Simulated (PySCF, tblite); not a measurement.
Isomers of C6H10NSi (doublet state), one GFN2-xTB conformer each. Single-point energies are computed at B3LYP/pcH-1 (PySCF, gas phase, no added dispersion term), electronic only. GFN2-xTB treats the open shell by occupation alone, and not every SCF solution was tested for stability.

```tsv
SMILES	GFN2-xTB relative energy (kcal/mol)
C#C[C@@H]1[N][SiH2]C[C@@H]1C	38.4
Cn1ccc(C[SiH2])c1	0.0
```

Conformers: `[CH:1]#[C:2][C@@H:3]1[N:4][SiH2:5][CH2:6][C@@H:7]1[CH3:8]` (doublet state) with C2–C3–N4–Si5 -153°, C3–N4–Si5–C6 0°, N4–Si5–C6–C7 21°, Si5–C6–C7–C8 85°; `[CH3:1][n:2]1[cH:3][cH:4][c:5]([CH2:6][SiH2:7])[cH:8]1` (doublet state) with C4–C5–C6–Si7 85°, C5–C6–Si7–H 64° and -63°.

Question: What does B3LYP/pcH-1 give for the same structures?

Answer: 
| SMILES | B3LYP/pcH-1 E (Eh) | B3LYP/pcH-1 (kcal/mol) | GFN2-xTB (kcal/mol) | point group |
| --- | --- | --- | --- | --- |
| Cn1ccc(C[SiH2])c1 | -578.87042 | 0.0 | 0.0 | C1 |
| C#C[C@@H]1[N][SiH2]C[C@@H]1C | -578.81002 | 37.9 | 38.4 | C1 |

Both levels put the same isomer lowest. 

Question: What happens when harmonic zero-point energies from GFN2-xTB frequencies are added?

Answer: 
```tsv
SMILES	ZPE (kcal/mol)	electronic (kcal/mol)	with ZPE (kcal/mol)
Cn1ccc(C[SiH2])c1	88.0	0.0	0.0
C#C[C@@H]1[N][SiH2]C[C@@H]1C	86.5	37.9	36.4
```

The zero-point energies span 1.5 kcal/mol. The order is unchanged.
